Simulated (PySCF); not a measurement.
H4P, SMILES [PH4+], charge +1. Geometry optimised at B3LYP-D3(BJ)/def2-TZVPD. The isomer is the one that the SMILES or the coordinates give; other isomers of the formula were not compared.

Task: Give the equilibrium geometry at B3LYP-D3(BJ)/def2-TZVPD (PySCF confirms it by a frequency run) as Cartesian coordinates in Å, and its point group. (Estimate from the structure and the level; the computed values follow.)

Result: point group Td.
```xyz
5

P      0.0000     0.0000     0.0000
H      0.8071    -0.8071    -0.8071
H     -0.8071    -0.8071     0.8071
H     -0.8071     0.8071    -0.8071
H      0.8071     0.8071     0.8071
```
Charge +1, spin multiplicity 1.
